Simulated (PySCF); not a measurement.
AsO⁺: everyday levels beside a composite calculation

PySCF; the state is a singlet (closed shell). The composite is CCSD(T) extrapolated to the basis-set limit from two correlation-consistent sets, with core-valence (CV) and scalar-relativistic (SR) terms as its label shows; it has no spin–orbit coupling and nothing beyond (T). Here it is CCSD(T)/CBS(DT)+CV. It gives Re = 1.567 Å, ωe = 1107 cm⁻¹ and De = 6.63 eV to As⁺ + O.

```
      level               basis                           relativity  Re (Å)  ωe (cm⁻¹)  De (eV)
        RHF         def2-TZVPPD                        no relativity   1.521       1342     2.50
    RHF-MP2         def2-TZVPPD                        no relativity   1.598       1002     7.18
RHF-SCS-MP2         def2-TZVPPD                        no relativity   1.591       1036     6.87
   RHF-CCSD         def2-TZVPPD                        no relativity   1.561       1175     5.96
RHF-CCSD(T)         def2-TZVPPD                        no relativity   1.579       1093     6.47
        PBE         def2-TZVPPD                        no relativity   1.584       1094     7.15
       BP86         def2-TZVPPD                        no relativity   1.584       1092     7.18
       TPSS         def2-TZVPPD                        no relativity   1.579       1110     6.72
     r²SCAN         def2-TZVPPD                        no relativity   1.566       1150     6.68
       PBE0  cc-pVTZ-PP/cc-pVTZ  scalar-relativistic core potentials   1.556       1185     6.29
```

Task: Give the difference of each row from the composite.

Result: 

```tsv
level	basis	ΔRe (pm)	Δωe (%)	ΔDe (eV)
RHF	def2-TZVPPD	-4.6	+21.2	-4.13
RHF-MP2	def2-TZVPPD	+3.1	-9.5	+0.55
RHF-SCS-MP2	def2-TZVPPD	+2.4	-6.4	+0.24
RHF-CCSD	def2-TZVPPD	-0.6	+6.1	-0.67
RHF-CCSD(T)	def2-TZVPPD	+1.2	-1.3	-0.16
PBE	def2-TZVPPD	+1.7	-1.2	+0.52
BP86	def2-TZVPPD	+1.7	-1.4	+0.55
TPSS	def2-TZVPPD	+1.2	+0.3	+0.09
r²SCAN	def2-TZVPPD	-0.1	+3.9	+0.05
PBE0	cc-pVTZ-PP/cc-pVTZ	-1.1	+7.0	-0.34
```

Task: Which rows come closest in De?

Result: r²SCAN in def2-TZVPPD (+0.05 eV), counted from the composite.

Correlated steps freeze the inner cores (5 to 10 orbitals); shallow outer-core shells are correlated. For an ion De counts to the pair picked by the measured ionisation energies or electron affinities, which need not be the lowest pair at this level. Where the molecule has an RHF reference, its open-shell atoms are computed with UHF. The CCSD T1 diagnostic is raised in AsO⁺, a sign that a single reference may not be enough there.
